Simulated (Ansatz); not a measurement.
ClH7OSi3 (`O[Si]([SiH3])([SiH3])Cl`), relaxed with RKS PBE-D4/def2-SVP in Ansatz from a rough embedded geometry. The force threshold is 0.03 eV/Å; the program also tests the step.

The species carries charge 0 and has multiplicity 1.

Start:

```xyz
12

O    -1.745   -1.158    0.378
Si   -0.682   -0.136   -0.262
Si   -0.063    1.499    1.210
Si    1.304   -1.156   -0.918
Cl   -1.643    0.627   -1.909
H    -2.671   -1.209   -0.098
H     0.923    2.483    0.531
H     0.640    0.969    2.359
H    -1.226    2.345    1.685
H     1.001   -2.279   -1.813
H     1.942   -1.768    0.347
H     2.220   -0.216   -1.511
```

(1) By how much does the energy fall, and how many steps does the optimiser take? (Estimate.)

(2) Which bonds change most? (An estimate is asked.)

(3) Give the relaxed structure. (An estimate is asked.)

Results:

(1) Ansatz gave: 0.50 eV, in 10 steps.

(2) The calculation gave: O1–Si2 from 1.608 to 1.684 Å; Si2–Si3 from 2.285 to 2.358 Å; O1–H6 from 1.042 to 0.975 Å; Si4–H12 from 1.440 to 1.505 Å.

(3) The calculation gave: 
```xyz
12

O    -1.649   -1.284    0.277
Si   -0.562   -0.141   -0.310
Si   -0.193    1.607    1.229
Si    1.337   -1.333   -1.006
Cl   -1.339    0.825   -2.019
H    -2.481   -0.918    0.629
H     0.752    2.615    0.635
H     0.391    1.079    2.513
H    -1.507    2.281    1.533
H     0.956   -2.328   -2.067
H     1.967   -2.049    0.158
H     2.329   -0.354   -1.573
```
